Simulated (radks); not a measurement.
Results of a calculation; reference values are marked as such.
These are the eigenvalues of the occupied orbitals of an atom or ion with whole-number occupations (eV). Code: a radial shooting solver on a logarithmic mesh with Libxc functionals. Model: Dirac Kohn-Sham, PBE, spin-unpolarised, spherical densities, point nucleus.

| orbital | eigenvalue |
|---|---|
| 1s1/2 | -20775.63 |
| 2s1/2 | -3749.852 |
| 2p1/2 | -3531.841 |
| 2p3/2 | -3424.136 |
| 3s1/2 | -1276.167 |
| 3p1/2 | -1197.133 |
| 3p3/2 | -1174.077 |
| 3d3/2 | -1049.258 |
| 3d5/2 | -1044.255 |

Which element is it, and in what charge state? The configuration may be excited. Open shells, if any, are shared by 2j + 1.

Answer. Z = 42, molybdenum, charge +23: Mo23+ in [Ar] 3d1. The list shows which subshells hold electrons but not how many an open one holds; the 1s level, -763.49 hartree, gives Z - s = 39.1 by -(Z - s)^2/2, which with screening and relativity narrows Z to a few neighbours, and the depths of the outer levels then fix element, charge and occupations together.
